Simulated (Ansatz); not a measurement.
Ag₉S₅. The state is a doublet with charge 0. Geometry PBE-D4/def2-SVP, loosely relaxed, basis def2-TZVP, Ansatz.

Cartesian coordinates in Å:
```
Ag -1.632 -1.714 -0.903
Ag 2.331 1.006 -0.701
Ag 2.000 3.743 -0.095
Ag -1.959 -0.122 1.462
Ag 0.091 0.267 -2.288
Ag 1.309 -1.828 -0.545
Ag -2.385 -3.082 1.683
Ag 1.003 -0.092 1.794
Ag -0.323 2.136 0.289
S 0.010 -2.149 -2.575
S 3.099 -0.793 0.743
S -0.656 1.501 2.608
S -3.643 -1.500 0.423
S 0.756 2.627 -1.896
```

```csv
run,HOMO (eV),LUMO (eV)
A,-6.34,-5.00
B,-5.37,-5.10
C,-5.69,-5.31
D,-5.52,-5.25
```

In the def2 sets Ag takes a core potential; there is no spin–orbit coupling. Single mean-field runs in def2-TZVP are fitted with def2-universal-jkfit. Another isomer (doublet) lies 1.02 eV lower at PBE0-D4/def2-TZVP; other spin states weren't run for this one.

HOMO and LUMO are taken over both spins.

**Question.** The runs used BLYP, PBE, PBE0, r2SCAN. Estimate which is which.

**Answer.** A PBE0 (25 % exact exchange); B BLYP (0 % exact exchange); C r2SCAN (0 % exact exchange); D PBE (0 % exact exchange). Exact exchange lowers occupied and raises empty levels; among semilocal functionals meta-GGAs tend to open the gap a little, and such runs are hard to tell apart. The gap grows from 0.27 eV (BLYP) to 1.34 eV (PBE0). The geometry of the charge 0 doublet is only loosely relaxed.
